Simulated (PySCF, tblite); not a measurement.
Isomers of C9H10NP, one GFN2-xTB conformer each. Single-point energies are computed at PBE0/pcSseg-1 (PySCF, gas phase, no added dispersion term), electronic only.

```csv
SMILES,GFN2-xTB relative energy (kcal/mol)
C#Cc1cpcn1C1CCC1,58.0
Cc1pc2ccccc2n1C,0.0
```

Conformers: `[CH:1]#[C:2][c:3]1[cH:4][p:5][cH:6][n:7]1[CH:8]1[CH2:9][CH2:10][CH2:11]1` with C6–N7–C8–C9 129°, N7–C8–C9–C10 -136°, C8–C9–C10–C11 15°, C9–C10–C11–C8 -15°, N7–C8–C11–C10 135°.

Task: What does PBE0/pcSseg-1 give for the same structures?

Result: 
```tsv
SMILES	PBE0/pcSseg-1 E (Eh)	PBE0/pcSseg-1 (kcal/mol)	GFN2-xTB (kcal/mol)	point group
Cc1pc2ccccc2n1C	-744.42299	0.0	0.0	Cs
C#Cc1cpcn1C1CCC1	-744.30414	74.6	58.0	C1
```

Both levels put the same isomer lowest. As drawn, the higher has a four-membered ring and a C≡C bond, which the lower lacks.

Task: Which frontier levels, dipoles and rotational constants go with these structures?

Result: 
```csv
SMILES,"HOMO (eV, PBE0/pcSseg-1)",LUMO (eV),dipole (D),"A, B, C (MHz)"
Cc1pc2ccccc2n1C,-5.73,-0.71,3.78,"1828, 866.5, 592.3"
C#Cc1cpcn1C1CCC1,-6.20,-0.57,3.78,"1438, 831.9, 549.0"
```

Task: What happens when harmonic zero-point energies from GFN2-xTB frequencies are added?

Result: 
```
          SMILES  ZPE (kcal/mol)  electronic (kcal/mol)  with ZPE (kcal/mol)
 Cc1pc2ccccc2n1C           103.9                    0.0                  0.0
C#Cc1cpcn1C1CCC1           103.2                   74.6                 73.8
```

The zero-point energies span 0.7 kcal/mol. The order is unchanged.
